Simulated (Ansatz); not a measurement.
```yaml
crystal:
  periodic: [false, false, false]
  atoms:
    - {symbol: B, position_ang: [-0.176364, 1.733788, 0.070324]}
    - {symbol: N, position_ang: [-0.073891, 0.466163, 0.655923]}
    - {symbol: Si, position_ang: [-0.285050, -1.064414, -0.144897]}
    - {symbol: O, position_ang: [1.112112, -1.920364, -0.258079]}
    - {symbol: H, position_ang: [-0.429192, 1.811769, -1.098167]}
    - {symbol: H, position_ang: [-0.008079, 2.714632, 0.736930]}
    - {symbol: H, position_ang: [0.146844, 0.436731, 1.642625]}
    - {symbol: H, position_ang: [-1.169194, -1.931715, 0.664386]}
    - {symbol: H, position_ang: [-0.852957, -0.744276, -1.475059]}
    - {symbol: H, position_ang: [1.819072, -1.553615, -0.791187]}
basis:
  gaussian: {orbitals: def2-TZVPP, final_grid: {core_spheres: 5, valence_spheres: 4, degree: 11}}
hamiltonian: {xc: {name: BHLYP}}
accuracy: high
```

```sh
$ ansatz run in.yaml --threads 2 --pin off --events-out ev --progress --plain --max-ram 4352MiB
```

Output, abridged:

```
Functional definition: BHLYP
3874 factors; integrals over basis functions are off by at most 7.8e-9 eV
mean field evaluation 1: about -12184.3768 eV, gradient 6.4e1 eV
mean field evaluation 2: about -12182.0983 eV, gradient 7.2e1 eV
mean field evaluation 4: about -12191.4490 eV, gradient 1.6e0 eV
mean field evaluation 8: about -12191.5730 eV, gradient 2.0e-1 eV
mean field evaluation 16: about -12191.5730 eV, gradient 5.0e-5 eV
mean field -12191.57303867 eV, -448.0320454263 hartree, gradient 3.2e-8 eV, S^2 0.000000; 0 other end points of the search recorded, 0 dependent functions left out
reference -12191.57308779 eV, -448.0320472311 hartree; 20, 20 occupied and 199, 199 virtual orbitals, 3874 factors
Total energy: -12191.57308779 eV, -448.0320472311 hartree
```

It took 12 s on 2 threads of an Arm Neoverse V2 on a shared host, with 1.2 GiB of host memory at the peak.
